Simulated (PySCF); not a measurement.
SMILES c1(Cl)cccc(CC)c1, GFN2-xTB optimised geometry.

```
18

C     -2.04    -2.35     1.50
C     -1.79    -1.93     0.05
C     -1.03    -0.64     0.00
C     -1.70     0.58     0.01
C     -1.00     1.77     0.01
C      0.38     1.78     0.00
C      1.05     0.56     0.00
Cl     2.78     0.55    -0.01
C      0.36    -0.64     0.00
H     -1.10    -2.47     2.03
H     -2.63    -1.59     2.01
H     -2.59    -3.29     1.53
H     -1.21    -2.71    -0.46
H     -2.74    -1.82    -0.47
H     -2.78     0.59     0.01
H     -1.54     2.71     0.01
H      0.94     2.70     0.00
H      0.90    -1.57     0.00
```

Density from CAM-B3LYP/def2-SVP (PySCF) at that geometry.

Minimum of the electron density along straight lines between bonded atoms, close to the bond critical point (lines longer than 1.1 times the sum of covalent radii, or with two minima, are not listed):

| bond | length / Å | ρ at the minimum / e bohr⁻³ | ∇²ρ there / e bohr⁻⁵ | position (fraction from the first atom) |
|---|---|---|---|---|
| C1–C2 | 1.530 | 0.242 | -0.55 | 0.50 |
| C2–C3 | 1.502 | 0.258 | (withheld) | 0.49 |
| C3–C4 | 1.389 | 0.312 | -0.80 | 0.50 |
| C4–C5 | 1.383 | 0.315 | -0.82 | 0.50 |
| C5–C6 | 1.384 | 0.314 | -0.81 | 0.50 |
| C6–C7 | 1.385 | 0.315 | -0.82 | 0.48 |
| C7–Cl8 | 1.732 | (withheld) | (withheld) | 0.42 |
| C3–C9 | 1.389 | 0.312 | -0.80 | 0.50 |
| C7–C9 | 1.384 | 0.316 | -0.82 | 0.52 |
| C1–H10 | 1.088 | 0.278 | -1.03 | 0.63 |
| C1–H11 | 1.088 | 0.278 | -1.03 | 0.63 |
| C1–H12 | 1.087 | 0.277 | -1.03 | 0.63 |
| C2–H13 | 1.091 | 0.277 | -1.02 | 0.63 |
| C2–H14 | 1.092 | 0.277 | -1.02 | 0.63 |
| C4–H15 | 1.080 | 0.283 | -1.08 | 0.63 |
| C5–H16 | 1.080 | 0.284 | -1.10 | 0.64 |
| C6–H17 | 1.078 | 0.285 | -1.11 | 0.64 |
| C9–H18 | 1.079 | 0.284 | -1.10 | 0.64 |

**Question.** Some entries are withheld; supply them.

**Answer.** 
- C2–C3, ∇²ρ there / e bohr⁻⁵: -0.62
- C7–Cl8, ρ at the minimum / e bohr⁻³: 0.201
- C7–Cl8, ∇²ρ there / e bohr⁻⁵: -0.30
